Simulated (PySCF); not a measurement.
Isomers of C5H10SSi, mass 130.027 u with the commonest isotopes. Method: PBE0/def2-SVPD in PySCF (dipole) on a GFN2-xTB geometry, gas phase. One conformer each, none proved a minimum here; rigid rotors.

Task: Order these by dipole moment, smallest first.
A. `[CH2:1]1[CH2:2][C@@H:3]([SiH:4]2[CH2:5][CH2:6]2)[S:7]1` with C2–C3–Si4–C5 -45°, S7–C1–C2–C3 -18°, C1–C2–C3–Si4 -95°, C3–Si4–C5–C6 106°, C2–C3–S7–C1 -15°
B. `[CH3:1][SiH2:2]/[CH:3]=[CH:4]/[C:5]([CH3:6])=[S:7]` with C1–Si2–C3–C4 -118°, C3–C4–C5–C6 -2°
C. `[CH2:1]=[CH:2][SiH2:3]/[CH:4]=[CH:5]\[S:6][CH3:7]` with C1–C2–Si3–C4 131°, C2–Si3–C4–C5 178°, C4–C5–S6–C7 180°

Result: A (1.77 D), C (2.00 D), B (3.54 D).

Task: Order these by out-of-plane moment Σ m c² = (Ia + Ib − Ic)/2, largest first.
A. `[CH2:1]1[CH2:2][C@@H:3]([SiH:4]2[CH2:5][CH2:6]2)[S:7]1` with C2–C3–Si4–C5 -45°, S7–C1–C2–C3 -18°, C1–C2–C3–Si4 -95°, C3–Si4–C5–C6 106°, C2–C3–S7–C1 -15°
B. `[CH3:1][SiH2:2]/[CH:3]=[CH:4]/[C:5]([CH3:6])=[S:7]` with C1–Si2–C3–C4 -118°, C3–C4–C5–C6 -2°
C. `[CH2:1]=[CH:2][SiH2:3]/[CH:4]=[CH:5]\[S:6][CH3:7]` with C1–C2–Si3–C4 131°, C2–Si3–C4–C5 178°, C4–C5–S6–C7 180°

Result: A (50.50 u·Å²), B (30.39 u·Å²), C (11.61 u·Å²).

Task: Order these by rotational constant A, smallest first.
A. `[CH2:1]1[CH2:2][C@@H:3]([SiH:4]2[CH2:5][CH2:6]2)[S:7]1` with C2–C3–Si4–C5 -45°, S7–C1–C2–C3 -18°, C1–C2–C3–Si4 -95°, C3–Si4–C5–C6 106°, C2–C3–S7–C1 -15°
B. `[CH3:1][SiH2:2]/[CH:3]=[CH:4]/[C:5]([CH3:6])=[S:7]` with C1–Si2–C3–C4 -118°, C3–C4–C5–C6 -2°
C. `[CH2:1]=[CH:2][SiH2:3]/[CH:4]=[CH:5]\[S:6][CH3:7]` with C1–C2–Si3–C4 131°, C2–Si3–C4–C5 178°, C4–C5–S6–C7 180°

Result: A (3628 MHz), B (4352 MHz), C (7594 MHz).

```json
{"SMILES": "C[SiH2]/C=C/C(C)=S", "point group": "C1", "Ia (u·Å²)": "116.12", "Ib (u·Å²)": "791.38", "Ic (u·Å²)": "846.72", "κ": "-0.98", "μa (D)": "2.88", "μb (D)": "2.04", "μc (D)": "0.00"}
{"SMILES": "C1C[C@@H]([SiH]2CC2)S1", "point group": "C1", "Ia (u·Å²)": "139.28", "Ib (u·Å²)": "430.55", "Ic (u·Å²)": "468.82", "κ": "-0.92", "μa (D)": "0.42", "μb (D)": "1.60", "μc (D)": "0.62"}
{"SMILES": "C=C[SiH2]/C=C\\SC", "point group": "C1", "Ia (u·Å²)": "66.55", "Ib (u·Å²)": "797.23", "Ic (u·Å²)": "840.56", "κ": "-0.99", "μa (D)": "1.45", "μb (D)": "1.37", "μc (D)": "0.23"}
```
